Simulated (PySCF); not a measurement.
C₃H₈GeO, SMILES C(/[O][GeH3])=C\C. Geometry optimised at B3LYP-D3(BJ)/def2-SVP. The structure was generated by enumeration; whether it is a known compound was not checked. The values are those of a single conformer.

Computed equilibrium geometry at B3LYP-D3(BJ)/def2-SVP (PySCF confirms it by a frequency run) as Cartesian coordinates in Å (one conformer of several):
```xyz
13

C      3.5294    -0.7138     0.5103
C      2.3707     0.1676     0.1533
C      1.1263    -0.2807    -0.0500
O      0.0994     0.5279    -0.4265
Ge    -1.6181     0.1140    -0.0691
H      3.9915    -0.4112     1.4668
H      3.2230    -1.7679     0.6059
H      4.3281    -0.6668    -0.2513
H      2.5480     1.2427     0.0383
H      0.8906    -1.3527     0.0507
H     -1.8790     0.2959     1.4407
H     -1.8517    -1.3532    -0.4896
H     -2.4244     1.1041    -0.9184
```
